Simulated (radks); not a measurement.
Numerical settings for neutral neodymium, [Xe] 4f4 6s2. All-electron calculation, Dirac Kohn-Sham, PBE, spin-unpolarised, spherical densities, point nucleus; open shells fill j = l - 1/2 first. Program: a radial shooting solver on a logarithmic mesh with Libxc functionals. The defaults (mesh step 0.008 in ln r, mesh end at 40 bohr or more with all orbitals vanishing there, Anderson mixing 0.5 over 9 steps, residual threshold near 1e-9 with the energy settled to 1e-9 hartree or 1e-11 of itself, here a cap of 89 iterations) give E = -9629.9089 hartree and 4f5/2 at -1.839 eV in 15 iterations. Run on one thread of a shared host, so times are rough (Intel(R) Xeon(R) Platinum 8559C): 0.16 s of CPU time, 0.16 s wall, 15 iterations on 2728 mesh points. Changes against that run (0 stands for a change within the tolerance of the run):

| setting | iterations | converged | E (mhartree) | e(4f5/2) (meV) | CPU (s) |
|---|---|---|---|---|---|
| mesh step in ln r 0.08 | 4 | no | diverged | - | 0.02 |
| mesh step in ln r 0.003 | 15 | yes | 0 | 0 | 0.4 |
| mesh step in ln r 0.02 | 15 | yes | +0.000364 | 0 | 0.07 |
| mesh end (bohr) 8 | 14 | yes | +24.7 | +842 | 0.14 |
| mesh end (bohr) 3 | 13 | level above zero | +4.41e+03 | +2.33e+04 | 0.11 |
| residual threshold 1e-13 | 21 | yes | 0 | 0 | 0.2 |
| residual threshold 0.001 | 9 | yes | 0 | +3.36 | 0.12 |
| mixing 1.5 | 17 | yes | 0 | 0 | 0.2 |
| linear mixing, mixing 0.5 | 33 | yes | 0 | 0 | 0.29 |
| linear mixing, mixing 0.2 | 88 | yes | 0 | 0 | 0.63 |
| mixing history 3 | 18 | yes | 0 | 0 | 0.17 |
| iteration cap 8 | 8 | no | 0 | +3.36 | 0.09 |

Settled on a wrong energy, with an occupied level pushed above zero by the early mesh end: mesh end (bohr) 3 (+4.41 hartree). Apart from these: settings that end as converged yet miss the energy by more than 1 mhartree: mesh end (bohr) 8 (+0.0247 hartree). A mesh that ends early acts as a hard wall.
